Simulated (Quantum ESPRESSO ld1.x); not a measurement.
Values are calculated unless marked as measured or tabulated.
All-electron atom: Ar III in [Ne] 3s2 3p4.

Code: ld1.x of Quantum ESPRESSO 7.5. Model: non-relativistic Kohn-Sham, LDA (Slater exchange, Perdew-Zunger correlation), spin-polarised, spherical densities, point nucleus; open shells are filled with parallel spins first.

Energy parts (hartree):
| part | energy |
|---|---|
| total | -524.3253 |
| kinetic | 523.4255 |
| electron-nucleus | -1233.0073 |
| Hartree | 213.6502 |
| exchange-correlation | -28.3939 |

Orbitals (lengths in bohr, moments of r in powers of bohr; r(90%) holds 90 % of the orbital's charge):
orbital  occ.  eigenvalue (hartree)      <r>   <1/r>  r(90%)    <r^2>
1s up       1              -114.937  0.08642   17.50   0.154  0.01003
1s down     1              -114.918  0.08641   17.50   0.154  0.01003
2s up       1              -11.8991   0.4176   3.515   0.652   0.2070
2s down     1              -11.8796   0.4173   3.517   0.651   0.2066
2p up       3              -9.55487   0.3777   3.443   0.626   0.1773
2p down     3              -9.53064   0.3774   3.444   0.625   0.1769
3s up       1              -1.87952    1.332   1.045    1.99    2.041
3s down     1              -1.79703    1.341   1.038    2.01    2.074
3p up       3              -1.33746    1.459  0.9331    2.23    2.490
3p down     1              -1.26012    1.480  0.9216    2.28    2.570

The highest occupied level is 3p down at -34.290 eV. For comparison, the ionisation energy in NIST's Atomic Spectra Database is 40.74 eV (semi-empirical). In exact Kohn-Sham theory the highest level is minus the ionisation energy, but local and semilocal functionals leave it too shallow, through self-interaction and a potential that decays too fast; potentials with the right tail come closer. Virial ratio -V/T = 2.00172. Summed over all electrons, <r^2> = 15.65 bohr^2, which gives a Langevin (diamagnetic) susceptibility term of -12.4 x 10^-6 cm^3/mol.
